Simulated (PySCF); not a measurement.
2-(4-methylthiophen-2-yl)pyridine (C₁₀H₉NS), SMILES c1sc(-c2ccccn2)cc1C.

Coordinates come from a PBE0-D3(BJ)/def2-SVP optimisation. Other conformers were not sampled.

Two levels are set side by side: PBE/def2-SVP (PySCF) and r2SCAN/def2-SVP (PySCF). Same geometry, gas phase. Differences are taken from unrounded values.

```tsv
quantity	PBE
orbital gap (eV)	3.19
highest occupied level (eV)	-5.24
lowest empty level (eV)	-2.06
dipole moment (D)	2.06
mean polarisability (bohr³)	137.5
```

### Question
These are the PBE values. What does r2SCAN give? (Estimate from the structure and the level; the computed values follow.)

### Answer

```csv
quantity,r2SCAN,PBE minus r2SCAN
orbital gap (eV),3.42,-0.24
highest occupied level (eV),-5.45,0.21
lowest empty level (eV),-2.03,-0.03
dipole moment (D),2.22,-0.17
mean polarisability (bohr³),135.4,2.1
```

Rough cost on one machine, each run with all the roots and properties that it gave: r2SCAN against PBE about 3 times.
